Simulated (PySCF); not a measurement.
TaOCl2, SMILES [O]=[Ta]([Cl])[Cl] (connectivity only; charge and spin as stated), neutral, multiplicity 2.

Coordinates come from a B3LYP-D3(BJ)/def2-SVP optimisation. The multiplicity is an assumed one; other spin states were not compared. The isomer is the one that the SMILES or the coordinates give; other isomers of the formula were not compared. The def2 effective core potentials stand for the cores of Ta; spin–orbit coupling is left out.

All values below come from PySCF with r2SCAN/def2-TZVPD.

Isolated molecule, no solvent.

Computed frontier levels, dipole moment and polarisability:
```json
{
 "α spin, highest occupied and lowest empty level": "-6.46 and -4.10 eV",
 "β spin, highest occupied and lowest empty level": "-8.57 and -3.71 eV",
 "dipole_moment": "1.66 D",
 "quadrupole, principal values (traceless, Buckingham form, about the centre of nuclear charge)": "-5.07, -1.62, 6.69 D·Å",
 "mean_static_polarisability": "73.0 bohr³ (10.81 Å³)",
 "polarisability_principal_values": "62.3, 70.2, 86.4 bohr³",
 "⟨S²⟩": "0.757 (pure state 0.75)"
}
```
